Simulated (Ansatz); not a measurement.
Reactions of C3H8OSi (`COC=C[SiH3]`).

Computed with Ansatz on PBE0-D4/def2-TZVP structures; ΔE is electronic, products minus reactants. CCSD(T)/CBS adds triple-zeta CCSD(T) − MP2 to the extrapolated MP2 energy (def2 sets, frozen cores). This one scheme is used for every species, atoms too. For atomizations the MP2-based limit and the directly extrapolated one differ by several kJ/mol either way, and by 10 to 25 for some Ge, Se and Sn compounds, so smaller differences from it don't rank the levels. Double bonds are as drawn, so ΔE can hold a change between cis and trans. DFT in def2-TZVPP. B3LYP here is the variant with VWN-RPA as its local correlation; programs differ in this. No spin–orbit coupling; open shells (•) take unrestricted orbitals. Spin–orbit coupling would lower the free atoms: a little for C, O, Si. Elements past krypton have def2 core potentials. For Cd, Sn outer-core shells are correlated without core-valence functions, so the limit isn't a true one: a few kJ/mol of doubt a bond, and 10 to 20 or more in all where bonds break to atoms. One conformer a species, not always the lowest.

```json
{"reaction": "`CO/C=C/[SiH3]` + HCl → `CO/C=C/Cl` + SiH₄", "CCSD(T)/CBS(def2) (eV)": "?"}
{"reaction": "`CO/C=C/[SiH3]` → `[CH2]` (triplet) + `O/C=C/[SiH3]`", "CCSD(T)/CBS(def2) (eV)": "4.10"}
{"reaction": "`CO/C=C/[SiH3]` + `N[SiH2][SnH3]` → `N[SiH]([SiH3])[SnH3]` + `C=COC`", "CCSD(T)/CBS(def2) (eV)": "?"}
{"reaction": "`CO/C=C/[SiH3]` + `[OH][Cd][F]` → `[F][Cd][O][SiH3]` + `C=COC`", "CCSD(T)/CBS(def2) (eV)": "?"}
{"reaction": "`CO/C=C/[SiH3]` + `N=C(N)Cl` → `C/N=C(/N)Cl` + `O/C=C/[SiH3]`", "CCSD(T)/CBS(def2) (eV)": "-0.15"}
{"reaction": "`CO/C=C/[SiH3]` → 3 C• + 8 H• + O• + Si•", "CCSD(T)/CBS(def2) (eV)": "50.55"}
{"reaction": "`CO/C=C/[SiH3]` + H₂ → `C=COC` + SiH₄", "CCSD(T)/CBS(def2) (eV)": "-0.10"}
{"reaction": "`CO/C=C/[SiH3]` → `C=COC` + `[SiH2]`", "CCSD(T)/CBS(def2) (eV)": "2.55"}
{"reaction": "`CO/C=C/[SiH3]` + H₂ → `C=C[SiH3]` + CH₃OH", "CCSD(T)/CBS(def2) (eV)": "-0.51"}
{"reaction": "`CO/C=C/[SiH3]` + `CO[SiH2]S` → `CO[SiH2]S[SiH3]` + `C=COC`", "CCSD(T)/CBS(def2) (eV)": "-0.61"}
```

Problem. Fill in the missing values. (Estimate.)

Solution. Ansatz gave: `CO/C=C/[SiH3]` + HCl → `CO/C=C/Cl` + SiH₄: +0.92 eV; `CO/C=C/[SiH3]` + `N[SiH2][SnH3]` → `N[SiH]([SiH3])[SnH3]` + `C=COC`: +0.07 eV; `CO/C=C/[SiH3]` + `[OH][Cd][F]` → `[F][Cd][O][SiH3]` + `C=COC`: -0.96 eV.

Largest T1 diagnostic: 0.017, for `[OH][Cd][F]`.
